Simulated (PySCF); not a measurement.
CaCl2 (SMILES [Cl][Ca][Cl]), singlet, at a GFN2-xTB geometry (such geometries of metal compounds can be far from the true shape); BLYP/cc-pVDZ (PySCF).

Here is a job for PySCF.
```python
from pyscf import gto, scf, dft

mol = gto.Mole()
mol.atom = '''
    Ca    0.20833325   -0.77248415   -0.00231624
    Cl    1.27221329    0.83465715   -1.36523888
    Cl   -1.51731124    0.07414773    1.36796387
'''
mol.basis = 'cc-pvdz'
mol.verbose = 4
mol.build()

mf = dft.RKS(mol)
mf.xc = 'blyp'
mf.diis_space = 4
mf.kernel()
mf.analyze()
```

**Question.** What does PySCF print? Leave out banner, timings and long lists.

**Answer.** 
```
PySCF version 2.14.0

[INPUT] verbose = 4
[INPUT] num. atoms = 3
[INPUT] num. electrons = 54
[INPUT] charge = 0
[INPUT] spin (= nelec alpha-beta = 2S) = 0
[INPUT] symmetry False subgroup None
[INPUT] Mole.unit = angstrom
[INPUT] Symbol           X                Y                Z      unit          X                Y                Z       unit  Magmom
[INPUT]  1 Ca     0.208333250000  -0.772484150000  -0.002316240000 AA    0.393692785141  -1.459783479067  -0.004377059239 Bohr   0.0
[INPUT]  2 Cl     1.272213290000   0.834657150000  -1.365238880000 AA    2.404134690132   1.577273421410  -2.579927577808 Bohr   0.0
[INPUT]  3 Cl    -1.517311240000   0.074147730000   1.367963870000 AA   -2.867302689324   0.140118902458   2.585077062600 Bohr   0.0

nuclear repulsion = 190.875351185496
number of shells = 16
number of NR pGTOs = 154
number of NR cGTOs = 63
basis = cc-pvdz
ecp = {}

******** <class 'pyscf.dft.rks.RKS'> ********
method = RKS
initial guess = minao
damping factor = 0
level_shift factor = 0
DIIS = <class 'pyscf.scf.diis.CDIIS'>
diis_start_cycle = 1
diis_space = 4
diis_damp = 0
SCF conv_tol = 1e-09
SCF conv_tol_grad = None
SCF max_cycles = 50
direct_scf = True
direct_scf_tol = 1e-13
XC library pyscf.dft.libxc version 7.1.2
    S. Lehtola, C. Steigemann, M. J. T. Oliveira, and M. A. L. Marques,  SoftwareX 7, 1–5 (2018)
XC functionals = blyp
    A. D. Becke,  Phys. Rev. A 38, 3098 (1988)
    C. Lee, W. Yang, and R. G. Parr,  Phys. Rev. B 37, 785 (1988)
    B. Miehlich, A. Savin, H. Stoll, and H. Preuss,  Chem. Phys. Lett. 157, 200 (1989)
radial grids:
    Treutler-Ahlrichs [JCP 102, 346 (1995); DOI:10.1063/1.469408] (M4) radial grids

becke partition: Becke, JCP 88, 2547 (1988); DOI:10.1063/1.454033
pruning grids: <function nwchem_prune>
grids dens level: 3
symmetrized grids: False
atomic radii adjust function: <function treutler_atomic_radii_adjust>
small_rho_cutoff = 0
Set gradient conv threshold to 3.16228e-05
Initial guess from minao.
tot grids = 58184
init E= -1598.16717702822
  HOMO = -0.353575029897606  LUMO = -0.112018544233194  gap/eV = 6.57309
cycle= 1 E= -1598.08272033041  delta_E= 0.0845  |g|= 0.483  |ddm|= 1.58
  HOMO = -0.152312240236485  LUMO = -0.117839928405747  gap/eV = 0.93804
cycle= 2 E= -1597.65263317798  delta_E= 0.43  |g|= 1.26  |ddm|= 1.69
  HOMO = -0.225637783404637  LUMO = -0.0853527641928287  gap/eV = 3.81735
cycle= 3 E= -1598.15753891884  delta_E= -0.505  |g|= 0.137  |ddm|= 1.29
  HOMO = -0.23669559579644  LUMO = -0.104676430621937  gap/eV = 3.59242
cycle= 4 E= -1598.16335405608  delta_E= -0.00582  |g|= 0.0536  |ddm|= 0.234
  HOMO = -0.237284840757407  LUMO = -0.103230486718163  gap/eV = 3.64780
cycle= 5 E= -1598.16433888785  delta_E= -0.000985  |g|= 0.00901  |ddm|= 0.0486
  HOMO = -0.237664446468538  LUMO = -0.102076091060811  gap/eV = 3.68955
cycle= 6 E= -1598.16437421437  delta_E= -3.53e-05  |g|= 0.00233  |ddm|= 0.0169
  HOMO = -0.237742535453377  LUMO = -0.102233727230074  gap/eV = 3.68738
cycle= 7 E= -1598.16437578386  delta_E= -1.57e-06  |g|= 0.00086  |ddm|= 0.00257
  HOMO = -0.237696096761193  LUMO = -0.102263793679527  gap/eV = 3.68530
cycle= 8 E= -1598.16437605232  delta_E= -2.68e-07  |g|= 7.71e-05  |ddm|= 0.000938
  HOMO = -0.237698885432354  LUMO = -0.102275791601726  gap/eV = 3.68505
cycle= 9 E= -1598.16437605379  delta_E= -1.47e-09  |g|= 5.98e-05  |ddm|= 0.00017
  HOMO = -0.237696514329599  LUMO = -0.10227373065263  gap/eV = 3.68504
cycle= 10 E= -1598.16437605488  delta_E= -1.09e-09  |g|= 8.11e-06  |ddm|= 5.51e-05
  HOMO = -0.237696788378708  LUMO = -0.102272941372191  gap/eV = 3.68507
cycle= 11 E= -1598.16437605492  delta_E= -3.39e-11  |g|= 1.48e-06  |ddm|= 1.12e-05
  HOMO = -0.237696857403776  LUMO = -0.102272653085976  gap/eV = 3.68508
Extra cycle  E= -1598.16437605491  delta_E= 3.87e-12  |g|= 1.98e-06  |ddm|= 4.38e-06
converged SCF energy = -1598.16437605491
**** SCF Summaries ****
Total Energy =                       -1598.164376054913191
Nuclear Repulsion Energy =             190.875351185496186
One-electron Energy =                -2582.361369707243739
Two-electron Energy =                  793.321642466834419
Two-electron Coulomb Energy =          886.136173287706242
DFT Exchange-Correlation Energy =      -92.814530820871823
HOMO-LUMO gap [eV] =                     3.685080300143007
**** MO energy ****
MO #1   energy= -144.37107228348   occ= 2
MO #2   energy= -100.684557717207  occ= 2
MO #3   energy= -100.684556777499  occ= 2
MO #4   energy= -15.0344273352233  occ= 2
MO #5   energy= -12.2436041450075  occ= 2
MO #6   energy= -12.242836732586   occ= 2
MO #7   energy= -12.2413652181212  occ= 2
MO #8   energy= -9.11615130502808  occ= 2
MO #9   energy= -9.11614693188366  occ= 2
MO #10  energy= -6.94209833494941  occ= 2
MO #11  energy= -6.94209046271769  occ= 2
MO #12  energy= -6.94150579869986  occ= 2
MO #13  energy= -6.94149692695295  occ= 2
MO #14  energy= -6.94118723205492  occ= 2
MO #15  energy= -6.94118431485055  occ= 2
MO #16  energy= -1.66804343971981  occ= 2
MO #17  energy= -0.993033446836801 occ= 2
MO #18  energy= -0.992101523775314 occ= 2
MO #19  energy= -0.989502527784593 occ= 2
MO #20  energy= -0.67264302093852  occ= 2
MO #21  energy= -0.667758201435923 occ= 2
MO #22  energy= -0.268646011102814 occ= 2
MO #23  energy= -0.256476256824777 occ= 2
MO #24  energy= -0.249672732437054 occ= 2
MO #25  energy= -0.246978463179207 occ= 2
MO #26  energy= -0.24605740014231  occ= 2
MO #27  energy= -0.237696857403776 occ= 2
MO #28  energy= -0.102272653085976 occ= 0
MO #29  energy= -0.0541565118151762 occ= 0
MO #30  energy= -0.0533714248798053 occ= 0
MO #31  energy= -0.0379092728390358 occ= 0
MO #32  energy= -0.0242352102816208 occ= 0
MO #33  energy= -0.00391576204272837 occ= 0
MO #34  energy= 0.00220104606351756 occ= 0
MO #35  energy= 0.0278393915243986 occ= 0
 ** Mulliken pop on meta-lowdin orthogonal AOs  **
 ** Mulliken pop  **
 ** Mulliken atomic charges  **
charge of    0Ca =      1.43507
charge of    1Cl =     -0.71753
charge of    2Cl =     -0.71753
Dipole moment(X, Y, Z, Debye):  1.77022, -6.56381, -0.01970
```
